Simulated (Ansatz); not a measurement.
Consider the ligand exchange at a Ga–N bond: `[NH2][Ga]([Br])[Br]` + HBr → `[Br][Ga]([Br])[Br]` + NH₃.

Computed with Ansatz on PBE0-D4/def2-TZVP structures; ΔE is electronic, products minus reactants. CCSD(T)/CBS is the MP2 limit (def2-TZVPP, def2-QZVPP) plus CCSD(T) − MP2 in def2-TZVPP, frozen cores. This one scheme is used for every species. DFT in def2-TZVPP. B3LYP here is the variant with VWN-RPA as its local correlation; programs differ in this. HSE06 is defined as in plane-wave codes. For Br, Ga outer-core shells are correlated without core-valence functions, which leaves a few kJ/mol of doubt a bond. Scalar relativity is left out up to krypton. One conformer a species, not always the lowest.

`[NH2][Ga]([Br])[Br]`:

Z-matrix (Å, degrees):
```
N
Ga 1 1.793
H 1 1.005 2 123.1
H 1 1.005 2 123.1 3 -175.8
Br 2 2.270 1 120.1 3 178.1
Br 2 2.270 1 120.1 3 -2.4
```

HBr:

```xyz
2

Br    0.421    0.294   -0.490
H    -0.421   -0.294    0.490
```

`[Br][Ga]([Br])[Br]`:

Cartesian coordinates in Å:
```
Br 1.549 -0.052 -1.646
Ga 0.000 0.000 0.000
Br -1.806 1.346 -0.190
Br 0.257 -1.294 1.836
```

NH₃:

```xyz
4

N     0.012    0.263   -0.100
H    -0.460    0.223    0.795
H    -0.487   -0.356   -0.727
H     0.935   -0.129    0.033
```

| level | ΔE (kcal/mol) |
| --- | --- |
| revPBE-D4 | -19.4 |
| B3LYP-D4 | -19.4 |
| revPBE | -19.8 |
| B3LYP | -19.1 |
| HSE06 | -19.9 |
| CCSD(T)/def2-SVP | -16.7 |
| MP2/def2-QZVPP | -18.3 |
| HF/CBS(def2) | -20.2 |

Q: What does CCSD(T)/CBS give? (Best estimate.)

A: Ansatz gave: -17.9 kcal/mol. The listed levels differ from it by -1.5, -1.5, -1.9, -1.2, -2.0, 1.2, -0.4, -2.3 kcal/mol.

Q: What do rigid-rotor, harmonic-oscillator terms from PBE0-D4/def2-TZVP frequencies (298.15 K, 1 bar) make of the CCSD(T)/CBS value? (An estimate is asked.)

A: Ansatz gave: ΔZPE = +2.6 kcal/mol, ΔH = -15.4 kcal/mol, ΔS = -19 J/(mol·K), ΔG = -14.1 kcal/mol. Modes under 50 cm⁻¹ make the entropy rough.

Largest T1 diagnostic among the species: 0.010.

Leaving LDA and LC-ωPBE aside and taking each functional with its dispersion term where it has one, the values, not all of them listed here, spread over 2.8 kcal/mol, from BHLYP-D4 to CAM-B3LYP-D4. LDA lies +2.7 kcal/mol from PBE without D4. At CCSD(T), def2-SVP lies +1.3 kcal/mol from the extrapolated value and def2-TZVPP +0.0 kcal/mol. From BLYP to BHLYP (50 % exact exchange), in def2-TZVPP and without D4, ΔE moves by −0.9 kcal/mol.
